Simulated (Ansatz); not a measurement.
Reaction (substitution at a C–S bond): `O/C=C(/S)Cl` + H₂Se → `O/C=C(/Cl)[SeH]` + H₂S

Isolated molecules relaxed with PBE0-D4/def2-TZVP in Ansatz; ΔE leaves out vibrations. CCSD(T)/CBS adds triple-zeta CCSD(T) − MP2 to the extrapolated MP2 energy (def2 sets, frozen cores). This one scheme is used for every species. Double bonds are as drawn, so ΔE can hold a change between cis and trans. Functionals use def2-TZVPP. B3LYP here is the variant with VWN-RPA as its local correlation; programs differ in this. For Se outer-core shells are correlated without core-valence functions, which leaves a few kJ/mol of doubt a bond. Scalar relativity is left out up to krypton. One conformer a species, not always the lowest.

`O/C=C(/S)Cl`:

Cartesian coordinates in Å:
```
O 0.005 -0.621 1.838
C -0.259 0.199 0.821
C -0.068 -0.068 -0.475
S -0.598 1.003 -1.734
Cl 0.612 -1.621 -0.889
H 0.362 -1.447 1.479
H -0.669 1.153 1.127
H 0.615 1.402 -2.167
```

H₂Se:

Z-matrix (Å, degrees):
```
Se
H 1 1.467
H 1 1.467 2 91.2
```

`O/C=C(/Cl)[SeH]`:

```xyz
8

O    -1.078   -1.352   -0.046
C     0.169   -0.833    0.018
C     0.375    0.475    0.151
Cl    1.991    1.064    0.259
Se   -1.056    1.705    0.338
H    -1.025   -2.287   -0.255
H     1.008   -1.521   -0.016
H    -0.384    2.749   -0.448
```

H₂S:

```xyz
3

S    -0.417    0.302   -0.344
H     0.360    0.650    0.692
H     0.057   -0.953   -0.348
```

```csv
level,ΔE (kJ/mol),difference from CCSD(T)/CBS
PBE0-D4,26.8,5.9
B3LYP-D4,23.4,2.5
CAM-B3LYP-D4,24.5,3.6
PBE-QIDH,24.5,3.6
revPBE,26.4,5.5
RPA@PBE/def2-TZVPP,15.3,-5.6
MP2/def2-SVP,25.0,4.1
MP2/def2-TZVPP,17.3,-3.6
CCSD(T)/def2-TZVPP,18.1,-2.8
HF/CBS(def2),23.2,2.3
CCSD(T)/CBS,20.9,0
```

Largest T1 diagnostic among the species: 0.013.

Leaving LDA and LC-ωPBE aside and taking each functional with its dispersion term where it has one, the values, not all of them listed here, spread over 5.1 kJ/mol, from B2PLYP to r2SCAN-D4. LDA lies +6.2 kJ/mol from PBE without D4. In def2-TZVPP, CCSD(T) changes the Hartree–Fock value by −5.2 kJ/mol (the triples alone add +0.8 kJ/mol) and MP2 by −6.0 kJ/mol.
